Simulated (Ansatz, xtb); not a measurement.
**Relative energy of two isomers of CH5AlCl2O**

Structure X: `[OH2+][Al@H-]([Cl])[CH2]Cl`, a singlet. Structure Y: `C[OH+][AlH-]([Cl])[Cl]`, a singlet. Both are isolated molecules in the gas phase, relaxed with PBE0-D4/def2-SVP; the shapes shown needn't be the lowest conformers.

X (Å):

```xyz
10

C     0.1660    1.5839    1.0357
Al   -0.3310   -0.2645    0.4496
Cl   -1.7857   -0.3204   -1.1304
Cl    1.3161    2.3328   -0.1673
O     1.2451   -0.5587   -0.6829
H     1.6389    0.3427   -0.7911
H     0.9810   -0.8550   -1.5672
H    -0.3911   -1.4342    1.5122
H     0.6846    1.6310    2.0049
H    -0.6920    2.2703    1.0842
```

Y (Å):

```tsv
atom	x (Å)	y (Å)	z (Å)
C	1.0893	0.0788	0.4162
Al	-0.4513	1.5961	-1.7075
Cl	-0.3197	0.5624	-3.5820
Cl	1.1206	2.9910	-1.3459
O	0.2422	0.0445	-0.7360
H	2.0637	0.5226	0.1693
H	1.2037	-0.9392	0.8115
H	0.5871	0.7036	1.1639
H	0.5556	-0.5786	-1.4119
H	-1.8705	1.9190	-1.1092
```

Problem. Estimate which is lower in electronic energy at CCSD(T)/def2-SVP + ΔMP2/def2-TZVPP, and by roughly how much.

Solution. The CCSD(T)/def2-SVP + ΔMP2/def2-TZVPP calculation puts structure Y lower, by 1.427 eV.

How the difference moves with the method:

```json
{"level": "PBE0-D4/def2-SVP", "geometry": "PBE0-D4/def2-SVP", "E(Y) − E(X) (eV)": "−1.499", "departure from the last row (eV)": "−0.073", "job, with rough time for the two": "optimisation, 2.3 min"}
{"level": "HF/def2-SVP", "geometry": "PBE0-D4/def2-SVP", "E(Y) − E(X) (eV)": "−1.889", "departure from the last row (eV)": "−0.462", "job, with rough time for the two": "part of the CCSD(T) run"}
{"level": "MP2/def2-SVP", "geometry": "PBE0-D4/def2-SVP", "E(Y) − E(X) (eV)": "−1.617", "departure from the last row (eV)": "−0.191", "job, with rough time for the two": "part of the CCSD(T) run"}
{"level": "CCSD(T)/def2-SVP", "geometry": "PBE0-D4/def2-SVP", "E(Y) − E(X) (eV)": "−1.618", "departure from the last row (eV)": "−0.191", "job, with rough time for the two": "single point"}
{"level": "CCSD(T)/def2-SVP + ΔMP2/def2-TZVPP", "geometry": "PBE0-D4/def2-SVP", "E(Y) − E(X) (eV)": "−1.427", "departure from the last row (eV)": "", "job, with rough time for the two": "single point, 29 s"}
```

As drawn, Y has 1 C–O, 1 Al–Cl, 1 C–H in place of 1 C–Al, 1 C–Cl, 1 O–H.

The levels shown agree on the order. The largest departure from CCSD(T)/def2-SVP + ΔMP2/def2-TZVPP is that of HF/def2-SVP, 0.462 eV. Levels run at GFN2-xTB geometries aren't shown. The last row adds to CCSD(T) the change of the MP2 difference between the two basis sets, here +0.191 eV, a large step that makes the value less sure.

With harmonic frequencies from PBE0-D4/def2-SVP (ideal gas, rigid rotor, one conformer each, 298.15 K, 1 atm): on the last row, ΔE + ΔZPE = −1.366 eV. A mode under 50 cm⁻¹ makes harmonic enthalpies and free energies unreliable, so none is given.

The correlated steps freeze 17 core orbitals. Codes used: Ansatz 0.2.0; the last row on 2 threads of Arm Neoverse V1 on a shared host.
